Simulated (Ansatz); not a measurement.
The same carbene extrusion along the group O, S, Te.

Gas-phase electronic energies from Ansatz, PBE0-D4/def2-TZVP geometries. CBS: MP2 limit from def2 TZ/QZ plus the TZ coupled-cluster correction, frozen cores. This one scheme is used for every species. Functionals use def2-TZVPP. B3LYP here is the variant with VWN-RPA as its local correlation; programs differ in this. Triplets are unrestricted, without spin–orbit coupling. Elements past krypton have def2 core potentials. For Ge, Te outer-core shells are correlated without core-valence functions, which leaves a few kJ/mol of doubt a bond. Scalar relativity is left out up to krypton. Each species was taken in one conformer, which may not be the lowest.

```tsv
reaction	B3LYP-D4 (kcal/mol)	r2SCAN-D4 (kcal/mol)	B2PLYP (kcal/mol)
`O[CH2][GeH3]` → `[CH2]` (triplet) + `[OH][GeH3]`	78.4	74.2	76.9
`S[CH2][GeH3]` → `[CH2]` (triplet) + `[SH][GeH3]`	84.4	80.4	83.8
`[GeH3][CH2][TeH]` → `[CH2]` (triplet) + `[GeH3][TeH]`	83.4	79.4	83.5
```

Problem. Give the CCSD(T)/CBS values in the same order. (Estimate.)

Solution. The calculation gave: 79.7, 87.4, 87.7 kcal/mol.

Largest T1 diagnostic: 0.011, for `[OH][GeH3]`.
